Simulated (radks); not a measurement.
Spherical jellium clusters: N electrons in a uniform positive sphere of charge N and radius rs N^(1/3), rs = 4.52 bohr. Calculated with a radial shooting solver with Libxc functionals: non-relativistic Kohn-Sham, LDA (Slater exchange, Perdew-Wang correlation), spin-polarised, spherical densities. Levels are named by radial order and angular momentum (1s, 1p, 1d, 2s, ...), and open shells are averaged over m.

N = 30, configuration 1s2 1p6 1d10 2s2 1f(up 7, down 3). This is the lowest configuration that the search found. Occupied and some empty levels:

| level | occupation | eigenvalue (eV) | <r> (bohr) |
|---|---|---|---|
| 1s up | 1 | -4.5975 | 8.365 |
| 1s down | 1 | -4.5001 | 8.001 |
| 1p up | 3 | -4.0957 | 9.977 |
| 1p down | 3 | -3.9522 | 9.824 |
| 1d up | 5 | -3.4710 | 10.97 |
| 1d down | 5 | -3.3077 | 10.93 |
| 2s up | 1 | -3.1949 | 8.535 |
| 2s down | 1 | -3.1160 | 8.775 |
| 1f up | 7 | -2.7281 | 11.74 |
| 1f down | 3 | -2.5591 | 11.77 |
| 2p up | 0 | -2.2364 | 9.855 |
| 2p down | 0 | -2.1610 | 9.932 |
| 1g up | 0 | -1.8825 | 12.45 |
| 1g down | 0 | -1.7171 | 12.52 |
| 2d up | 0 | -1.2922 | 11.65 |
| 2d down | 0 | -1.2108 | 11.73 |

Energy (eV): total -56.5918, kinetic 42.611, external -2077.8, Hartree 1032.6, exchange-correlation -100.32, background 1046.2.
